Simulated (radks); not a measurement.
The numbers below are computed, except where a source is named.
Spherical quantum dot in the effective-mass picture: electrons in a hard-walled sphere of radius 2.31, all in effective atomic units (hartree* = m*/eps^2 hartree, bohr* = eps/m* bohr), one dielectric constant everywhere. Level of theory: non-relativistic Kohn-Sham, r2SCAN, spin-polarised, spherical densities, generalised Kohn-Sham scheme (a radial shooting solver with Libxc functionals). Levels are named by radial order and angular momentum (1s, 1p, 1d, 2s, ...), and open shells are averaged over m.

N = 4, configuration 1s2 1p(up 2, down 0). This is the lowest configuration that the search found. Occupied and some empty levels:

level    occupation  eigenvalue (hartree*)  <r> (bohr*)
1s up             1                 3.0310        1.258
1s down           1                 3.1968        1.235
1p up             2                 3.8723        1.418
1p down           0                 4.0653        1.414
1d up             0                 5.0550        1.524
1d down           0                 5.2420        1.524
2s up             0                 6.0137        1.115
2s down           0                 6.0391        1.118
1f up             0                 6.5312        1.602
1f down           0                 6.7038        1.602

Energy (hartree*): total 9.23693, kinetic 5.7401, external 0, Hartree 5.3822, exchange-correlation -1.8854.
